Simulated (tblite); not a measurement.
C3H13NOSi2.
SMILES with atom numbers: `[CH3:1][CH:2]([CH3:3])[O:4][SiH2:5][SiH2:6][NH2:7]` (hydrogens: H8, H9, H10 on C1; H11 on C2; H12, H13, H14 on C3; H15, H16 on Si5; H17, H18 on Si6; H19, H20 on N7)

Computed with GFN2-xTB (tblite), gas phase: Langevin dynamics at 600 K from the optimised GFN2-xTB geometry, time step 0.5 fs, friction 0.01 fs⁻¹, 2000 steps.

Start geometry:
```
atom  x, y, z in Å
C1     -2.230    0.875    0.785
C2     -1.707    0.199   -0.476
C3     -2.519   -1.050   -0.810
O4     -0.365   -0.182   -0.338
Si5     0.945    0.698    0.025
Si6     2.601   -0.808   -0.420
N7      4.036    0.006    0.090
H8     -1.680    1.793    0.972
H9     -2.100    0.211    1.637
H10    -3.285    1.109    0.672
H11    -1.771    0.911   -1.313
H12    -3.550   -0.783   -1.027
H13    -2.090   -1.549   -1.675
H14    -2.498   -1.737    0.032
H15     0.866    1.223    1.402
H16     0.952    1.937   -0.785
H17     2.662   -1.269   -1.828
H18     2.635   -2.045    0.372
H19     4.911   -0.490    0.052
H20     4.185    0.963   -0.188
```

The statistics below take the 31 frames saved every 25 fs from 250 to 1000 fs; their kinetic temperature (all 3N coordinates) averages 519 K.

**Question.** How do the bond lengths spread?

**Answer.** 
```csv
bond,start (Å),mean (Å),standard deviation (Å),shortest (Å),longest (Å)
C1–C2,1.524,1.544,0.041,1.457,1.636
C2–C3,1.526,1.537,0.042,1.417,1.614
C2–O4,1.402,1.414,0.040,1.331,1.495
O4–Si5,1.619,1.628,0.044,1.542,1.712
Si5–Si6,2.282,2.324,0.098,2.136,2.655
Si6–N7,1.727,1.738,0.035,1.688,1.829
C1–H8,1.087,1.096,0.042,1.020,1.175
C1–H9,1.087,1.098,0.049,0.991,1.206
C1–H10,1.087,1.092,0.035,0.999,1.183
C2–H11,1.101,1.104,0.042,1.003,1.163
C3–H12,1.087,1.092,0.039,1.000,1.159
C3–H13,1.087,1.091,0.032,1.030,1.144
C3–H14,1.087,1.097,0.038,1.025,1.174
Si5–H15,1.476,1.499,0.083,1.365,1.718
Si5–H16,1.481,1.495,0.079,1.364,1.621
Si6–H17,1.482,1.484,0.050,1.360,1.631
Si6–H18,1.469,1.492,0.049,1.388,1.581
N7–H19,1.007,1.017,0.048,0.911,1.125
N7–H20,1.007,1.020,0.055,0.898,1.169
```

**Question.** Give the same statistics for bond angles, one of each kind among heavy atoms.

**Answer.** 
| angle | start (°) | mean (°) | standard deviation (°) | smallest (°) | largest (°) |
| --- | --- | --- | --- | --- | --- |
| C1–C2–C3 | 111.2 | 111.1 | 5.4 | 101.2 | 119.1 |
| C1–C2–O4 | 111.6 | 110.6 | 6.1 | 99.6 | 123.4 |
| C3–C2–O4 | 108.0 | 108.7 | 4.1 | 100.8 | 116.6 |
| C2–O4–Si5 | 130.4 | 136.2 | 9.7 | 117.7 | 156.5 |
| O4–Si5–Si6 | 100.6 | 101.6 | 6.7 | 88.7 | 117.8 |
| Si5–Si6–N7 | 103.5 | 110.0 | 6.4 | 98.0 | 120.8 |

**Question.** How far does each atom move about its mean position (frames aligned on the start, all atoms weighted alike), and what rms force does it feel?

**Answer.** 
| atom | rms displacement (Å) | rms force (eV/Å) |
| --- | --- | --- |
| C1 | 0.22 | 2.83 |
| C2 | 0.19 | 2.60 |
| C3 | 0.23 | 2.56 |
| O4 | 0.39 | 1.76 |
| Si5 | 0.37 | 2.45 |
| Si6 | 0.36 | 1.82 |
| N7 | 0.41 | 3.45 |
| H8 | 0.82 | 1.42 |
| H9 | 0.95 | 1.65 |
| H10 | 0.79 | 1.34 |
| H11 | 0.31 | 1.45 |
| H12 | 0.38 | 1.52 |
| H13 | 0.45 | 1.24 |
| H14 | 0.45 | 1.38 |
| H15 | 0.78 | 1.23 |
| H16 | 0.84 | 1.33 |
| H17 | 0.92 | 0.87 |
| H18 | 0.90 | 0.83 |
| H19 | 0.95 | 1.94 |
| H20 | 0.92 | 2.07 |

The displacements run from 0.19 to 0.95 Å.

**Question.** Follow the torsions C1–C2–O4–Si5, C2–O4–Si5–Si6 and O4–Si5–Si6–N7 through every second one of these frames.

**Answer.** 
```csv
t (fs),C1–C2–O4–Si5 (°),C2–O4–Si5–Si6 (°),O4–Si5–Si6–N7 (°)
250,-62,-174,165
300,-66,176,163
350,-71,160,176
400,-88,164,-177
450,-45,129,162
500,-7,119,145
550,-16,125,140
600,-21,117,142
650,-29,133,158
700,-52,148,168
750,-70,165,-173
800,-96,-174,-140
850,-137,-152,-109
900,-139,-142,-87
950,-133,-147,-82
1000,-123,-157,-79
```

Largest departure from the start value over all these frames: C1–C2–O4–Si5 83° (start -57°), C2–O4–Si5–Si6 78° (start -169°), O4–Si5–Si6–N7 96° (start -175°).

**Question.** How widely does the potential energy scatter, against a harmonic estimate?

**Answer.** Mean 1.33 eV above the start, standard deviation 0.229 eV, range 0.90 to 1.72 eV. For 54 classical harmonic modes at 600 K the canonical values are 54kT/2 = 1.40 eV and kT·√(54/2) = 0.269 eV.

The run is classical and short, so these are rough statistics of one trajectory.

The cost below is that of the whole dynamics run. Time: 17 s of wall time; peak memory 0.18 GiB. Hardware: one thread of an Arm Neoverse V1, no GPU, shared host with 32 logical CPUs at a one-minute load of 12.
